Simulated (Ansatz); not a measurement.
C$_{3}$H$_{5}$BO, SMILES `C#CBCO`, relaxed with RKS PBE-D4/def2-SVP in the Gaussian-basis code of Ansatz from a rough embedded geometry. The force threshold is 0.03 eV/Å; the program also tests the step.

The species carries charge 0 and has multiplicity 1.

Start:

```xyz
10

C    -2.319   -0.804    0.724
C    -1.261   -0.276    0.747
B     0.106    0.378    0.720
C     0.959    0.593   -0.693
O     1.089   -0.628   -1.333
H    -3.308   -1.214    0.815
H     0.673    0.712    1.713
H     0.296    1.243   -1.322
H     1.868    1.073   -0.477
H     1.897   -1.077   -0.894
```

| step | energy (eV) | largest force (eV/Å) | largest move (Å) |
| --- | --- | --- | --- |
| 1 | -5900.8196 | 5.015 | 0.000 |
| 2 | -5901.2069 | 1.269 | 0.082 |
| 3 | -5901.2540 | 0.302 | 0.101 |
| 4 | -5901.2665 | 0.229 | 0.118 |
| 5 | -5901.2794 | 0.632 | 0.195 |
| 6 | -5901.3009 | 0.818 | 0.092 |
| 7 | -5901.3546 | 0.968 | 0.197 |
| 8 | -5901.4299 | 0.439 | 0.200 |
| 9 | -5901.4440 | 0.861 | 0.200 |
| 10 | -5901.4853 | 0.184 | 0.199 |
| 11 | -5901.5092 | 0.231 | 0.194 |
| 12 (rejected) | -5901.4998 | 0.951 | 0.198 |
| 13 | -5901.5188 | 0.123 | 0.099 |
| 14 | -5901.5241 | 0.216 | 0.096 |
| 15 | -5901.5293 | 0.082 | 0.132 |
| 16 (rejected) | -5901.4937 | 0.860 | 0.059 |
| 17 | -5901.5305 | 0.041 | 0.029 |
| 18 | -5901.5309 | 0.014 | 0.029 |

End:

```xyz
10

C    -1.968   -1.144    0.777
C    -1.085   -0.284    0.734
B     0.047    0.718    0.583
C     1.106    0.535   -0.552
O     0.970   -0.510   -1.486
H    -2.758   -1.882    0.845
H     0.164    1.648    1.359
H     1.206    1.519   -1.081
H     2.088    0.470    0.002
H     0.231   -1.069   -1.181
```

Hardware: 2 threads of an Arm Neoverse V1 on a shared host. Wall time 30 s, peak host memory 0.13 GiB.
